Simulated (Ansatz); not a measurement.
# A geometry optimisation of CH4CuGe− with B3LYP-D3(BJ)/def2-SVPD

The starting geometry of this gas-phase singlet was optimised with GFN2-xTB.

```yaml
atoms:
  - { symbol: C, position_ang: [-0.6921, 0.6153, -0.5194] }
  - { symbol: Cu, position_ang: [1.0469, 0.0845, -1.3963] }
  - { symbol: Ge, position_ang: [-0.4470, 0.1683, 1.3499] }
  - { symbol: H, position_ang: [2.3246, -0.2756, -2.1145] }
  - { symbol: H, position_ang: [-1.5184, 0.1218, -1.0506] }
  - { symbol: H, position_ang: [-0.8001, 1.7065, -0.6685] }
  - { symbol: H, position_ang: [-1.0838, -1.4163, 1.2619] }
```

Question: Predict what becomes of its bonds when it is optimised with B3LYP-D3(BJ)/def2-SVPD.

Answer: A new bond forms, giving a structure given below by its coordinates. Contacts that close: Cu2–Ge3 (3.13 → 2.74 Å).

The energy falls by 0.20 eV over 8 steps:

```
step  E − E(last) (eV)
   1             0.198
   2             0.050
   3             0.009
   4             0.003
   5             0.001
   6             0.000
   7             0.000
   8             0.000
```

Final geometry (Å):

```xyz
7

C    -0.8435    0.6884   -0.4907
Cu    0.9542    0.0521   -1.2006
Ge   -0.2926    0.1163    1.2391
H     2.2592   -0.3664   -1.9592
H    -1.5721    0.1474   -1.1140
H    -0.8056    1.7651   -0.7242
H    -0.8694   -1.3983    1.1120
```

The end wasn't checked by frequencies. Run with Ansatz 0.2.0, 33 s on 2 threads of Arm Neoverse V1, on a shared host.
